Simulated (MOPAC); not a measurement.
Input file for MOPAC: AM1 on CH8OSi (a complex), monomers drawn apart or pushed together.

```
AM1 1SCF PRECISE CHARGE=0 THREADS=1
CH8OSi

O      0.15116475 1     0.71027261 1    -0.13049501 1
H     -0.59643395 1     1.24287181 1     0.16187523 1
H     -0.19445424 1    -0.18669748 1    -0.19489409 1
C      1.24778710 1    -0.56244193 1     5.77834513 1
Si    -0.55753938 1    -1.02787239 1     5.63012730 1
H      1.38794335 1     0.21923518 1     6.52722569 1
H      1.61318077 1    -0.19532476 1     4.81867694 1
H      1.84895214 1    -1.42430770 1     6.07380461 1
H     -1.09296133 1    -1.53256982 1     6.91888963 1
H     -0.75631260 1    -2.09297422 1     4.61356376 1
H     -1.38270134 1     0.13947043 1     5.22623540 1
```

Program output:

```
*******************************************************************************
 **                                                                           **
 **                              MOPAC v23.2.5                                **
 **                                                                           **
 *******************************************************************************
 ** MOPAC's Digital Object Identifier: https://doi.org/10.5281/zenodo.6511958 **
 **                                                                           **
 ** Please cite the open-source release paper for use of this MOPAC version:  **
 ** J. E. Moussa and J. J. P. Stewart (2026)                                  **
 ** MOPAC: An open-source semiempirical molecular orbital program             **
 ** J. Open Source Softw., 11(119), 8025, https://doi.org/10.21105/joss.08025 **
 *******************************************************************************

                              AM1 CALCULATION RESULTS

 *******************************************************************************
 *  AM1        - The AM1 Hamiltonian to be used
 *
 *
 *
 *                 CHARGE ON SYSTEM = 0
 *
 *
 *
 *  PRECISE    - TIGHTER CRITERIA TO BE USED
 *  1SCF       - DO 1 SCF AND THEN STOP
 *  THREADS=1  - MULTI-THREADING NOT USED
 *  T=         - A TIME OF 172800.0 SECONDS REQUESTED
 *  DUMP=N     - RESTART FILE WRITTEN EVERY 7200.0 SECONDS REQUESTED
 *******************************************************************************
AM1 1SCF PRECISE CHARGE=0 THREADS=1
 CH8OSi

   ATOM   CHEMICAL          X               Y               Z
  NUMBER   SYMBOL      (ANGSTROMS)     (ANGSTROMS)     (ANGSTROMS)

     1       O          0.15116475  *   0.71027261  *  -0.13049501  *
     2       H         -0.59643395  *   1.24287181  *   0.16187523  *
     3       H         -0.19445424  *  -0.18669748  *  -0.19489409  *
     4       C          1.24778710  *  -0.56244193  *   5.77834513  *
     5      Si         -0.55753938  *  -1.02787239  *   5.63012730  *
     6       H          1.38794335  *   0.21923518  *   6.52722569  *
     7       H          1.61318077  *  -0.19532476  *   4.81867694  *
     8       H          1.84895214  *  -1.42430770  *   6.07380461  *
     9       H         -1.09296133  *  -1.53256982  *   6.91888963  *
    10       H         -0.75631260  *  -2.09297422  *   4.61356376  *
    11       H         -1.38270134  *   0.13947043  *   5.22623540  *



          CARTESIAN COORDINATES

    NO.       ATOM           X           Y           Z

     1         O          0.1512      0.7103     -0.1305
     2         H         -0.5964      1.2429      0.1619
     3         H         -0.1945     -0.1867     -0.1949
     4         C          1.2478     -0.5624      5.7783
     5        Si         -0.5575     -1.0279      5.6301
     6         H          1.3879      0.2192      6.5272
     7         H          1.6132     -0.1953      4.8187
     8         H          1.8490     -1.4243      6.0738
     9         H         -1.0930     -1.5326      6.9189
    10         H         -0.7563     -2.0930      4.6136
    11         H         -1.3827      0.1395      5.2262

  H: (AM1): M.J.S. DEWAR ET AL, J. AM. CHEM. SOC. 107 3902-3909 (1985)
  C: (AM1): M.J.S. DEWAR ET AL, J. AM. CHEM. SOC. 107 3902-3909 (1985)
  O: (AM1): M.J.S. DEWAR ET AL, J. AM. CHEM. SOC. 107 3902-3909 (1985)
 Si: (AM1): M.J.S.DEWAR, C. JIE, ORGANOMETALLICS, 6, 1486-1490 (1987).

           Empirical Formula: C H8 O Si  =    11 atoms



      MOLECULAR POINT GROUP   :   Cs


      RHF CALCULATION, NO. OF DOUBLY OCCUPIED LEVELS = 11


 -------------------------------------------------------------------------------
 AM1 1SCF PRECISE CHARGE=0 THREADS=1
 CH8OSi



     1SCF WAS SPECIFIED, SO BFGS WAS NOT USED
     SCF FIELD WAS ACHIEVED


                              AM1 CALCULATION
                                                       MOPAC v23.2.5 Linux




          FINAL HEAT OF FORMATION =        -68.83756 KCAL/MOL =    -288.01633 KJ/MOL


          COSMO AREA              =        138.87 SQUARE ANGSTROMS
          COSMO VOLUME            =        110.75 CUBIC ANGSTROMS

          IONIZATION POTENTIAL    =         11.706472 EV
          HOMO LUMO ENERGIES (EV) =        -11.706  1.601
          NO. OF FILLED LEVELS    =         11
          MOLECULAR WEIGHT        =         64.1591         POINT GROUP:  Cs

          MOLECULAR DIMENSIONS (Angstroms)

            Atom       Atom       Distance
            H     9    O     1     7.50147
            H     8    H    11     3.61625
            H    10    H     6     3.40131


          SCF CALCULATIONS        =          1





   ATOM   CHEMICAL          X               Y               Z
  NUMBER   SYMBOL      (ANGSTROMS)     (ANGSTROMS)     (ANGSTROMS)

     1       O          0.15116475  *   0.71027261  *  -0.13049501  *
     2       H         -0.59643395  *   1.24287181  *   0.16187523  *
     3       H         -0.19445424  *  -0.18669748  *  -0.19489409  *
     4       C          1.24778710  *  -0.56244193  *   5.77834513  *
     5      Si         -0.55753938  *  -1.02787239  *   5.63012730  *
     6       H          1.38794335  *   0.21923518  *   6.52722569  *
     7       H          1.61318077  *  -0.19532476  *   4.81867694  *
     8       H          1.84895214  *  -1.42430770  *   6.07380461  *
     9       H         -1.09296133  *  -1.53256982  *   6.91888963  *
    10       H         -0.75631260  *  -2.09297422  *   4.61356376  *
    11       H         -1.38270134  *   0.13947043  *   5.22623540  *

                             CARTESIAN COORDINATES

   1    O        0.151164750     0.710272610    -0.130495010
   2    H       -0.596433950     1.242871810     0.161875230
   3    H       -0.194454240    -0.186697480    -0.194894090
   4    C        1.247787100    -0.562441930     5.778345130
   5   Si       -0.557539380    -1.027872390     5.630127300
   6    H        1.387943350     0.219235180     6.527225690
   7    H        1.613180770    -0.195324760     4.818676940
   8    H        1.848952140    -1.424307700     6.073804610
   9    H       -1.092961330    -1.532569820     6.918889630
  10    H       -0.756312600    -2.092974220     4.613563760
  11    H       -1.382701340     0.139470430     5.226235400


           Empirical Formula: C H8 O Si  =    11 atoms



      MOLECULAR POINT GROUP   :   Cs


                  EIGENVALUES
 -36.36080 -28.97327 -18.24108 -15.61216 -14.86831 -14.13526 -14.10628 -12.44911
 -11.83044 -11.71426 -11.70647   1.60074   1.60628   1.61495   2.16284   4.36188
   4.49781   4.52172   5.29343   6.24037


              NET ATOMIC CHARGES AND DIPOLE CONTRIBUTIONS

  ATOM NO.   TYPE          CHARGE      No. of ELECS.   s-Pop       p-Pop
    1          O          -0.387282        6.3873     1.86189     4.52540
    2          H           0.193633        0.8064     0.80637
    3          H           0.193649        0.8064     0.80635
    4          C          -0.492774        4.4928     1.25274     3.24004
    5         Si           0.745016        3.2550     0.85521     2.39978
    6          H           0.088753        0.9112     0.91125
    7          H           0.089807        0.9102     0.91019
    8          H           0.088762        0.9112     0.91124
    9          H          -0.171913        1.1719     1.17191
   10          H          -0.173853        1.1739     1.17385
   11          H          -0.173798        1.1738     1.17380
 DIPOLE           X         Y         Z       TOTAL
 POINT-CHG.    -1.201    -0.387     0.205     1.278
 HYBRID        -0.193    -0.102     0.185     0.286
 SUM           -1.394    -0.489     0.390     1.528


          ATOMIC ORBITAL ELECTRON POPULATIONS

     Atom    s        px        py        pz
    1  O   1.86189   1.37295   1.22177   1.93067
    2  H   0.80637
    3  H   0.80635
    4  C   1.25274   1.13484   1.05581   1.04938
    5 Si   0.85521   0.76139   0.81635   0.82204
    6  H   0.91125
    7  H   0.91019
    8  H   0.91124
    9  H   1.17191
   10  H   1.17385
   11  H   1.17380

 **********************
 *                    *
 * JOB ENDED NORMALLY *
 *                    *
 **********************




 == MOPAC DONE ==
```

The run finished.

Cost: roughly 0.020 core-seconds.
